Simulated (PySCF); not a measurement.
**Radial density of Ce⁴¹⁺ (cerium, charge +41)**

M06, [Ne] 3s2 3p5, 2P determinant. Computed with PySCF 2.14 in an even-tempered Gaussian basis (18 s from 7.7 bohr⁻², ratio 2.5; 12 p from 10 bohr⁻², ratio 2.5; 4 d from 44 bohr⁻², ratio 2.7; 4 f from 66 bohr⁻², ratio 2.7), with the spin-free X2C one-electron Hamiltonian (Gaussian nucleus).

| r (bohr) | 4πr²ρ (e/bohr) | 4πr²(ρα − ρβ) |
| --- | --- | --- |
| 0.0206 | 74.66 | 0.4339 |
| 0.0347 | 65.88 | 1.2832 |
| 0.0584 | 87.79 | 1.8412 |
| 0.0982 | 73.82 | 0.1774 |
| 0.165 | 32.73 | 2.5332 |
| 0.278 | 30.92 | 4.2766 |
| 0.467 | 2.346 | 0.3270 |
| 0.786 | 0.004675 | 0.0005 |

Densities and radii are taken from the X2C orbitals without a picture-change correction, which distorts them close to the nucleus.

Spin-orbit coupling, absent here, splits the open shell strongly.
